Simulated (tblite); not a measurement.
Start geometry of `C([C@H](C)O[SiH2]CC#C)O` from a force field or distance geometry (Å):
```
atom  x, y, z in Å
C1     4.898   -0.667    0.486
C2     3.767   -0.758    0.047
C3     2.418   -0.900   -0.481
Si4    1.123    0.134    0.395
O5    -0.414   -0.062   -0.222
C6    -1.510    0.671    0.346
C7    -2.269    1.331   -0.802
C8    -2.387   -0.309    1.129
O9    -2.836   -1.373    0.278
H10    5.878   -0.580    0.871
H11    2.107   -1.952   -0.446
H12    2.411   -0.618   -1.542
H13    1.454    1.573    0.345
H14    1.054   -0.247    1.836
H15   -1.165    1.469    1.034
H16   -2.593    0.591   -1.529
H17   -1.623    2.042   -1.322
H18   -3.151    1.860   -0.432
H19   -3.271    0.192    1.550
H20   -1.827   -0.772    1.950
H21   -2.072   -1.609   -0.263
```

Task: What comes out of this run: GFN2-xTB geometry optimisation, gas phase (tblite 0.8.0)?

Result: 
```
atom  x, y, z in Å
C1     4.7373   -0.7811    0.2991
C2     3.5918   -0.8165   -0.0461
C3     2.2110   -0.8433   -0.4500
Si4    1.1573    0.2825    0.6613
O5    -0.2996    0.1433   -0.0365
C6    -1.5141    0.7324    0.3601
C7    -2.2166    1.2887   -0.8718
C8    -2.3498   -0.3583    1.0480
O9    -2.5096   -1.4754    0.2189
H10    5.7447   -0.7609    0.5889
H11    1.8521   -1.8741   -0.4035
H12    2.1412   -0.5209   -1.4913
H13    1.6124    1.6757    0.6382
H14    1.1480   -0.1893    2.0511
H15   -1.3197    1.5383    1.0785
H16   -2.4982    0.4726   -1.5327
H17   -1.5479    1.9605   -1.4034
H18   -3.1097    1.8314   -0.5766
H19   -3.3490    0.0143    1.2805
H20   -1.8469   -0.6434    1.9850
H21   -1.6435   -1.6598   -0.1702
```

The energy falls by 0.248 eV over 93 L-BFGS steps, the largest force on an atom goes from 1.86 to 0.010 eV/Å, and the atoms move by 0.256 Å rms after alignment. The bond that changes most is Si4–O5 (oxygen-bound silicon to silyl ether oxygen), which shortens by 0.046 Å. Bonds longer at the end by more than 0.005 Å: 2 of 20; shorter: 13. Among the angles that change most is C3–Si4–O5, from 113.5° to 101.3°. Rotational constants go from 3599, 513.2, 488.6 to 3330, 556.5, 528.1 MHz. The orientation of the end geometry is arbitrary; only internal coordinates are fixed.

Its lowest GFN2-xTB frequency is 18i cm⁻¹, too small to tell a flat minimum from a shallow saddle. One conformer, not necessarily the lowest. 3 starts were optimised and ended at 0.00, 1.49 and 3.72 kcal/mol (GFN2-xTB); the lowest of these is shown.

These are computed values.
